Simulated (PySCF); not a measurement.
Isomers of [C6H12FS]+ (charge +1), one GFN2-xTB conformer each. Single-point energies are computed at PBE0/pcSseg-1 (PySCF, gas phase, no added dispersion term), electronic only.

```
               SMILES  GFN2-xTB relative energy (kJ/mol)
   C[S@+]1CCC[C@H]1CF                                0.0
C[C@@H]1CC[S@+](CF)C1                                8.9
```

Conformers: `[CH3:1][S@+:2]1[CH2:3][CH2:4][CH2:5][C@H:6]1[CH2:7][F:8]` (charge +1) with C5–C6–C7–F8 -66°, C1–S2–C3–C4 -86°, S2–C3–C4–C5 -40°, C3–C4–C5–C6 50°, C4–C5–C6–C7 -158°; `[CH3:1][C@@H:2]1[CH2:3][CH2:4][S@+:5]([CH2:6][F:7])[CH2:8]1` (charge +1) with C4–S5–C6–F7 -47°, C1–C2–C3–C4 -170°, C2–C3–C4–S5 37°, C3–C4–S5–C6 89°, C4–S5–C8–C2 -15°.

**Question.** What does PBE0/pcSseg-1 give for the same structures?

**Answer.** 
```csv
SMILES,PBE0/pcSseg-1 E (Eh),PBE0/pcSseg-1 (kJ/mol),GFN2-xTB (kJ/mol),point group
C[S@+]1CCC[C@H]1CF,-733.05642,0.0,0.0,C1
C[C@@H]1CC[S@+](CF)C1,-733.05454,4.9,8.9,C1
```

Both levels put the same isomer lowest. Neighbours under 21 kJ/mol apart (C[S@+]1CCC[C@H]1CF and C[C@@H]1CC[S@+](CF)C1) can change places with a better method, another conformer or zero-point energy.

**Question.** Which frontier levels and rotational constants go with these structures?

**Answer.** 
| SMILES | HOMO (eV, PBE0/pcSseg-1) | LUMO (eV) | A, B, C (MHz) |
| --- | --- | --- | --- |
| C[S@+]1CCC[C@H]1CF | -13.62 | -5.05 | 2526, 1247, 976.5 |
| C[C@@H]1CC[S@+](CF)C1 | -13.77 | -5.02 | 2600, 1260, 1193 |
